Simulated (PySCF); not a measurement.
Coordinates in bohr (charge 0 multiplicity 1):
```
Pd    0.0000    0.0000   -1.0493
Cl    3.1046    0.0000    1.6191
Cl   -3.1046    0.0000    1.6191
```

Computed with PBE0 in PySCF with Pd def2-TZVP with ECP28, Cl def2-TZVP; scalar-relativistic core potentials, no spin–orbit coupling; density-fitted integrals.

This geometry of PdCl2 is a stationary point at this level.

What is the point group?

C2v.

Is it a minimum?

Yes: all harmonic wavenumbers are real.

What are the dipole moment and the gap between the highest occupied and lowest empty levels?

3.43 D and 3.10 eV.

Give the atomic charges and bond orders.


| atom | Mulliken | Löwdin | polar tensor | Mayer order to Pd1 |
| --- | --- | --- | --- | --- |
| Pd1 | 0.58 | -0.20 | 0.74 | – |
| Cl2,3 | -0.29 | 0.10 | -0.37 | 1.03 |

Only a few start shapes were tried, so a lower isomer may exist.
